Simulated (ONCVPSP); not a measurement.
# Before and after: ONCV potential for Mo

ONCVPSP 4.0.1 input, shortened (lines: element, Z, core and valence counts, functional; n l f; lmax; l rc ep ncon nbas qcut; lloc lpopt rc5 dvloc0; l nproj debl; icmod fcfact rcfact), Wu-Cohen, scalar-relativistic:

```
  Mo 42.00    6    4  -118130      upf
    1    0    2.00
    2    0    2.00
    2    1    6.00
    3    0    2.00
    3    1    6.00
    3    2   10.00
    4    0    2.00
    4    1    6.00
    4    2    5.00
    5    0    1.00
    2
    0    1.65    0.00    3    6    6.30
    1    1.35    0.00    4    9    7.10
    2    2.00    0.00    4    8    8.40
    4    2    1.20    3.00
    0    2    1.40
    1    2    1.90
    2    1    1.40
    0    0.00    0.00
```

Change: all radii scaled by about 0.85 (s 1.40, p 1.16, d 1.70 bohr); local potential polynomial inside 1.02 bohr (lpopt 2, dvloc0 3 Ha).

Cutoffs: the cutoffs (Ha) at which the residual kinetic energy of the hardest occupied pseudo-wave falls to 1 and 0.1 mHa per electron; they do not see the model core or the augmentation charge, which bear on the density cutoff. Errors are all-electron minus pseudo energies relative to the spin-unpolarised reference configuration.

Problem. How do hardness, ghosts and transferability respond?

Solution. The potential gets harder (23 Ha and 94 Ha → 42 Ha and 180 Ha); of the 4 tests that both files solve, the error grows in 0 and shrinks in 1 by more than 15 % and 0.3 meV (median size 1.5 → 1.3 meV); neither file shows a bound ghost. A smaller radius makes the pseudo-wave follow the all-electron one further in, where it bends more sharply, so more plane waves are needed.

| quantity | base | changed |
| --- | --- | --- |
| cutoff, loose | 23 Ha | 42 Ha |
| cutoff, tight | 94 Ha | 180 Ha |
| loose cutoff by channel | s 15 Ha, p 23 Ha, d 20 Ha | s 19 Ha, p 42 Ha, d 21 Ha |
| bound ghosts | none | none |
| GHOST(+) flags under 300 eV | none | none |
| error for 4s2 4p6 4d5 5s0, meV [ΔE 6.89 eV] | -1.8 | -1.6 |
| error for 4s2 4p6 4d4 5s0, meV [ΔE 22.34 eV] | -0.9 | -0.7 |
| error for 4s2 4p6 4d3 5s0, meV [ΔE 49.07 eV] | +3.2 | +2.4 |
| error for 4s2 4p6 4d5.5 5s0.5, meV [ΔE 0.29 eV] | -1.1 | -1.0 |
